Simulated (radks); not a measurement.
These are the eigenvalues of the occupied orbitals of an atom or ion with whole-number occupations (eV). Calculated with a radial shooting solver on a logarithmic mesh with Libxc functionals: Dirac Kohn-Sham, LDA (Slater exchange, Perdew-Wang correlation), spin-unpolarised, spherical densities, finite nucleus; Fermi nuclear charge, rms radius of each element as measured or else 0.836 A^(1/3) + 0.57 fm.

1s1/2: -2463.991
2p1/2: -550.2788

Which element is it, and in what charge state? The configuration may be excited. Open shells, if any, fill j = l - 1/2 first.

Answer. Z = 14, silicon, charge +12: Si12+ in 1s1 2p1. The 1s level, -90.55 hartree, gives Z - s = 13.5 by -(Z - s)^2/2, which with screening and relativity narrows Z to a few neighbours, and the depths must fix Z and the occupations together.
